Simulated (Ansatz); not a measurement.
Compare A (`N=CC1(F)C[SiH2]1`) with its isomer B (`C=C=C(F)N[SiH3]`).

Program: Ansatz. Geometries: PBE0-D4/def2-TZVP. ΔE: electronic, gas phase. CBS: MP2 limit from def2 TZ/QZ plus the TZ coupled-cluster correction, frozen cores. DFT in def2-TZVPP. B3LYP here is the variant with VWN-RPA as its local correlation; programs differ in this. One conformer a species, not always the lowest.

Question: Which is lower in electronic energy at CCSD(T)/CBS, and by how much? (Estimate.)

Answer: The calculation gave: B, by 8.2 kcal/mol.

Question: Give E(B) − E(A) in kcal/mol with B3LYP, PBE0-D4, ωB97M-V, CCSD(T)/def2-TZVPP, HF/def2-TZVPP, B3LYP-D4, PBE-D4. (An estimate is asked.)

Answer: The calculation gave: B3LYP -12.0, PBE0-D4 -6.1, ωB97M-V -7.8, CCSD(T)/def2-TZVPP -8.2, HF/def2-TZVPP -15.3, B3LYP-D4 -11.8, PBE-D4 -6.1. None reverses the order clearly.

Largest T1 diagnostic: 0.013.

In def2-TZVPP, CCSD(T) changes the Hartree–Fock value by +7.1 kcal/mol (the triples alone add +0.7 kcal/mol) and MP2 by +7.9 kcal/mol.
